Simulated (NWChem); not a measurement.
System: SnH2O2ClF; SMILES [OH][Sn]([OH])([F])[Cl]

Here is an NWChem input.

```
start job
memory heap 200 mb stack 900 mb global 1100 mb
geometry units angstroms
  O      1.921665     0.771907     0.140007
  Sn     0.010387     0.256468     0.045275
  O     -0.827576     1.129655    -1.534860
  F     -0.980875     0.889031     1.603379
  Cl    -0.121121    -2.078224     0.063659
  H      2.003464     1.692568    -0.184274
  H     -1.792171     1.196244    -1.379009
end
basis spherical
  * library 3-21g
end
dft
  xc b3lyp
  iterations 150
end
driver
  maxiter 120
end
task dft optimize
task dft freq
```

The level has its own optimisation; frequencies are unscaled.

Problem. Predict the main results of this run. (B3LYP/3-21G, non-relativistic.) Quantities: r O–Sn (Å); r H–O (Å); r F–Sn (Å); r Cl–Sn (Å); highest harmonic frequency (cm⁻¹); lowest (cm⁻¹); zero-point energy (kcal/mol); dipole (D).

Solution. 
| Quantity | Result |
|---|---|
| r O–Sn (Å) | 1.938 |
| r H–O (Å) | 0.992 |
| r F–Sn (Å) | 1.903 |
| r Cl–Sn (Å) | 2.415 |
| highest harmonic frequency (cm⁻¹) | 3542 |
| lowest (cm⁻¹) | 80 |
| zero-point energy (kcal/mol) | 17.4 |
| dipole (D) | 1.56 |
